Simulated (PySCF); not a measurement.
Gas-phase reaction: HfCl₂(OH)₂ + 2 Cl₂ = HfCl₄ + 2 HOCl

Energies from PySCF, thermal terms from the rigid-rotor harmonic-oscillator model, ideal gas at 1 bar. † marks an energy on the PBE0/def2-TZVP geometry and frequencies; other levels use their own. MP2 and CCSD(T) freeze the core. All species are closed-shell singlets. Hf: scalar-relativistic def2 core potential, no spin-orbit coupling. HfCl₂(OH)₂: computed as isolated molecules; such fragments, hydroxides, amides, oligomers or adducts are transient or little studied in the gas. MP2 isn't extrapolated to the basis-set limit. CCSD(T) isn't extrapolated to the basis-set limit.

```
level               ΔH°(298 K), kJ
------------------  --------------
BLYP/def2-TZVP†                [?]
CCSD(T)/def2-SVP†              [?]
HF/def2-TZVP†                  114
M06-2X/def2-TZVP†              113
MP2/def2-SVP†                  [?]
MP2/def2-TZVPP†                107
PBE/def2-TZVP†                 102
PBE0/def2-QZVP†                [?]
PBE0/def2-TZVP                 105
ωB97X-V/def2-TZVP†             109
```

**Question.** Some entries are withheld; supply them.

**Answer.** 
- BLYP/def2-TZVP†, ΔH°(298 K), kJ: 111
- CCSD(T)/def2-SVP†, ΔH°(298 K), kJ: 106
- MP2/def2-SVP†, ΔH°(298 K), kJ: 108
- PBE0/def2-QZVP†, ΔH°(298 K), kJ: 109
